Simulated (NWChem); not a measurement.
System: CNO, doublet; SMILES N#C[O]

NWChem input:

```
start job
memory heap 200 mb stack 900 mb global 1100 mb
geometry units angstroms noautosym nocenter noautoz
  O      0.000000     0.000000     1.153207
  C      0.000000     0.000000    -0.048912
  N      0.000000     0.000000    -1.270301
end
basis spherical
  O library def2-svp
  C library def2-svp
  N library def2-svp
end
dft
  odft
  mult 2
  xc pbe0
  iterations 150
end
cosmo
  do_cosmo_smd true
  solvent water
end
task dft energy
```

The state is orbitally degenerate and is run as one real component. Geometry: optimised at PBE-D3(BJ)/def2-SVP, spin-unrestricted. No stability test was run on the SCF state. Solvent: water.

Level: PBE0/def2-SVP with SMD (1 M gas to 1 M solution), gas-phase geometry. Reactions with the solvent are ignored.

Problem. Give the results of this calculation. (PBE0/def2-SVP, spin-unrestricted, SMD on the gas-phase geometry.) Quantities: solvation free energy (kcal/mol); cavity-dispersion-structure term (kcal/mol); dipole in solution (D).

Solution. 
```yaml
solvation free energy (kcal/mol): 1.7
cavity-dispersion-structure term (kcal/mol): 4.7
dipole in solution (D): 0.84
```
